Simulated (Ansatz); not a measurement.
Computed with Ansatz on PBE0-D4/def2-TZVP structures; ΔE is electronic, products minus reactants. CCSD(T)/CBS is the MP2 limit (def2-TZVPP, def2-QZVPP) plus CCSD(T) − MP2 in def2-TZVPP, frozen cores. This one scheme is used for every species. Functionals use def2-TZVPP. HSE06 is defined as in plane-wave codes. For Ge outer-core shells are correlated without core-valence functions, which leaves a few kJ/mol of doubt a bond. Scalar relativity is left out up to krypton.

`[CH3][Ge]([F])([F])[AlH2]` + `C=N` → `C=[N][AlH2]` + `[CH3][GeH]([F])[F]`  (cleavage of the Al–Ge bond)

`[CH3][Ge]([F])([F])[AlH2]`:

Z-matrix (Å, degrees):
```
C
Ge 1 1.938
H 1 1.091 2 110.4
H 1 1.091 2 108.3 3 119.6
H 1 1.091 2 110.4 3 -120.8
F 2 1.751 1 105.1 3 -174.0
F 2 1.751 1 105.2 3 -65.4
Al 2 2.510 1 127.8 3 60.3
H 8 1.585 2 119.4 1 -0.1
H 8 1.580 2 118.3 1 179.9
```

`C=N`:

Cartesian coordinates in Å:
```
C 0.129 0.099 -0.355
N -0.743 0.082 0.556
H 1.119 -0.367 -0.284
H -0.098 0.611 -1.292
H -0.406 -0.425 1.375
```

`C=[N][AlH2]`:

Cartesian coordinates in Å:
```
C -1.459 -0.306 -0.129
N -0.248 -0.052 -0.021
Al 1.457 0.306 0.129
H -2.168 -0.175 0.703
H -1.903 -0.680 -1.064
H 1.920 1.775 -0.222
H 2.402 -0.867 0.605
```

`[CH3][GeH]([F])[F]`:

```xyz
8

C    -0.944    0.326   -0.352
Ge    0.807   -0.155    0.278
F     1.439   -1.395   -0.751
F     0.642   -0.924    1.820
H    -1.397    1.055    0.320
H    -0.877    0.753   -1.353
H    -1.566   -0.569   -0.384
H     1.898    0.909    0.422
```

| level | ΔE (kJ/mol) | difference from CCSD(T)/CBS |
| --- | --- | --- |
| r2SCAN-D4 | -64.1 | -7.0 |
| PBE-QIDH | -60.4 | -3.3 |
| revPBE | -47.6 | 9.5 |
| HSE06 | -53.3 | 3.8 |
| CCSD(T)/def2-SVP | -69.6 | -12.5 |
| HF/def2-TZVPP | -69.3 | -12.2 |
| CCSD/def2-TZVPP | -59.9 | -2.8 |
| HF/def2-QZVPP | -70.5 | -13.4 |
| MP2/def2-QZVPP | -66.8 | -9.7 |
| HF/CBS(def2) | -70.7 | -13.6 |
| CCSD(T)/CBS | -57.1 | 0 |

Largest T1 diagnostic among the species: 0.015.

At CCSD(T), def2-SVP lies −12.5 kJ/mol from the extrapolated value and def2-TZVPP −2.3 kJ/mol. Leaving LDA and LC-ωPBE aside and taking each functional with its dispersion term where it has one, the values, not all of them listed here, spread over 22.8 kJ/mol, from B97M-V to revPBE-D4. LDA lies −11.7 kJ/mol from PBE without D4.
